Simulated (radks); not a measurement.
Results of a calculation; reference values are marked as such.
Coulomb parameter of the 4f shell of the neodymium ion Nd2+ in the model configuration [Xe] 4f2.5 5d1.5, as a second difference U = [E(n + 0.5) + E(n - 0.5) - 2 E(n)] / (0.5)^2 with all orbitals relaxed. "Bare": the charge of the atom changes with n. "Screened": the 5d shell takes up the change at fixed total charge, which measures U(4f,4f) + U(5d,5d) - 2 U(4f,5d). Code: a radial shooting solver on a logarithmic mesh with Libxc functionals. Model: scalar-relativistic Kohn-Sham, r2SCAN, spin-unpolarised, spherical densities, finite nucleus; meta-GGA in the generalised Kohn-Sham scheme; Fermi nuclear charge, rms radius 4.9123 fm.

case              configuration  E - E(n) (eV)
start          [Xe] 4f2.5 5d1.5          0.000
bare +0.5        [Xe] 4f3 5d1.5         -9.342
bare -0.5        [Xe] 4f2 5d1.5         13.504
screened +0.5      [Xe] 4f3 5d1         -3.037
screened -0.5      [Xe] 4f2 5d2          4.259

U(bare) = 16.646 eV, U(screened by 5d) = 4.885 eV, against the Slater integral F0(4f,4f) = 26.501 eV with frozen orbitals.
